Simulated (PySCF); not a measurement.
Single point on LiBe⁺

State: ¹Σ⁺ (singlet), closed shell.

An equivalent input (the run itself took its basis sets from the Basis Set Exchange, started from a PBE0 density and held the occupation σ 3α 3β):

```python
from pyscf import gto, scf, cc
mol = gto.M(atom='Li 0 0 0; Be 0 0 2.627', basis={'Li': 'def2-SVPD', 'Be': 'def2-SVPD'},
            charge=1, spin=0, verbose=4, symmetry='C2v')
mf = scf.RHF(mol)
mf.irrep_nelec = {'A1': 6}
mf.conv_tol = 1e-9
mf.max_cycle = 60
mf.diis_space = 10
mf.kernel()
mycc = cc.CCSD(mf, frozen=[])
mycc.run(conv_tol=1e-7, conv_tol_normt=1e-5, max_cycle=80, diis_space=8)
et = mycc.ccsd_t()
```

The SCF ended at -21.80850538 hartree. The coupled-cluster part of the log:

```
******** <class 'pyscf.cc.ccsd.CCSD'> ********
CC2 = 0
CCSD nocc = 3, nmo = 24
frozen orbitals []
max_cycle = 80
direct = 0
conv_tol = 1e-07
conv_tol_normt = 1e-05
diis_space = 8
diis_start_cycle = 0
diis_start_energy_diff = 1e+09
Init t2, MP2 energy = -21.8319812105481  E_corr(MP2) -0.0234758282468785
Init E_corr(CCSD) = -0.0234758282475421
cycle = 1  E_corr(CCSD) = -0.03244013918156  dE = -0.00896431093  norm(t1,t2) = 0.0615095
cycle = 2  E_corr(CCSD) = -0.0366360048677376  dE = -0.00419586569  norm(t1,t2) = 0.0339897
cycle = 3  E_corr(CCSD) = -0.0414008156241391  dE = -0.00476481076  norm(t1,t2) = 0.0196124
cycle = 4  E_corr(CCSD) = -0.0413365234712069  dE = 6.42921529e-05  norm(t1,t2) = 0.00294142
cycle = 5  E_corr(CCSD) = -0.0414286416639942  dE = -9.21181928e-05  norm(t1,t2) = 0.00098015
cycle = 6  E_corr(CCSD) = -0.041407851727451  dE = 2.07899365e-05  norm(t1,t2) = 0.000335087
cycle = 7  E_corr(CCSD) = -0.0413998967620866  dE = 7.95496536e-06  norm(t1,t2) = 8.40906e-05
cycle = 8  E_corr(CCSD) = -0.041405036826256  dE = -5.14006417e-06  norm(t1,t2) = 2.94611e-05
cycle = 9  E_corr(CCSD) = -0.0414045432175812  dE = 4.93608675e-07  norm(t1,t2) = 6.79285e-06
cycle = 10  E_corr(CCSD) = -0.0414043638970384  dE = 1.79320543e-07  norm(t1,t2) = 1.42388e-06
cycle = 11  E_corr(CCSD) = -0.0414043598776571  dE = 4.01938136e-09  norm(t1,t2) = 3.50802e-07
CCSD converged
E(CCSD) = -21.84990974217883  E_corr = -0.04140435987765707
CCSD(T) correction = -4.96856908334117e-05
```

T1 diagnostic 0.023, D1 0.056, 6 electrons correlated.

Repeating this along the bond gives Re = 2.729 Å and ωe = 275 cm⁻¹.

A point of this curve took 0.09 CPU seconds beside 0.0069 for the integrals (shared host).

Correlated steps freeze no core orbitals. The CCSD T1 diagnostic is raised, a sign that a single reference may not be enough here.
